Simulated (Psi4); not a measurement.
Psi4 input (wB97X-D/6-31G*):

```
memory 1500 MB

molecule {
0 1
O    -0.00000000   -0.00000000   -1.51012800
Si    0.00000000    0.00000000    0.00000000
O     0.00000000    0.00000000    1.51012800
symmetry c1
no_reorient
no_com
}

set {
  basis 6-31G*
  reference rks
  scf_type pk
  dft_radial_points 99
  dft_spherical_points 590
  e_convergence 1e-8
  d_convergence 1e-7
  maxiter 150
}

e = energy('wb97x-d')
print_out(f'\nFINAL {e:.10f} DIPOLE {variable("CURRENT DIPOLE")[0]:.6f} {variable("CURRENT DIPOLE")[1]:.6f} {variable("CURRENT DIPOLE")[2]:.6f}\n')
```

From the output:

```
    One-Electron Energy =                -786.5847053698704485
    Two-Electron Energy =                 284.3450326603729081
    DFT Exchange-Correlation Energy =     -27.3163135591272059
    Empirical Dispersion Energy =          -0.0001487708028833
    VV10 Nonlocal Energy =                  0.0000000000000000
    Total Energy =                       -439.8489274838296410

Computation Completed

Properties will be evaluated at   0.000000,   0.000000,   0.000000 [a0]

Properties computed using the SCF density matrix

 Multipole Moments:

 ------------------------------------------------------------------------------------
     Multipole            Electronic (a.u.)      Nuclear  (a.u.)        Total (a.u.)
 ------------------------------------------------------------------------------------

 L = 1.  Multiply by 2.5417464519 to convert [e a0] to [Debye]
 Dipole X            :          0.0000000            0.0000000            0.0000000
 Dipole Y            :          0.0000000            0.0000000            0.0000000
 Dipole Z            :          0.0000000            0.0000000            0.0000000
 Magnitude           :                                                    0.0000000

 ------------------------------------------------------------------------------------

FINAL -439.8489274838 DIPOLE 0.000000 0.000000 0.000000

*** Psi4 exiting successfully. Buy a developer a beer!
```

The geometry given is a B3LYP-D3(BJ)/def2-TZVP minimum.
